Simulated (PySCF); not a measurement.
# Excitation energy of C⁺ by level of theory

C⁺ [He] 2s2 2p1 (2P) → C⁺ [He] 2s1 2p1 3s1 (4P), as a difference of total energies. Calculation: PySCF 2.14, in dyall-av2z (11s7p2d, 42 functions); the non-relativistic Hamiltonian (point nucleus). Correlated levels: valence: 1s2 frozen; virtual orbitals above 40 to 60 times the deepest correlated orbital energy dropped. The calculations carry no spin-orbit coupling.

| method | excitation energy (cm⁻¹) |
| --- | --- |
| UHF | 152130 |
| LDA | 162100 |
| PBE | 161730 |
| PBE0 | 161720 |
| r2SCAN | 160670 |
| B97-3 | 164790 |
| M06 | 163810 |
| B3LYP | 164920 |
| PBEsol | 160970 |
| MP2 (valence) | 160950 |
| SCS-MP2 (valence) | 163390 |

The promoted electron is Rydberg-like, and one or two diffuse shells describe it only roughly, which tends to raise the upper state.
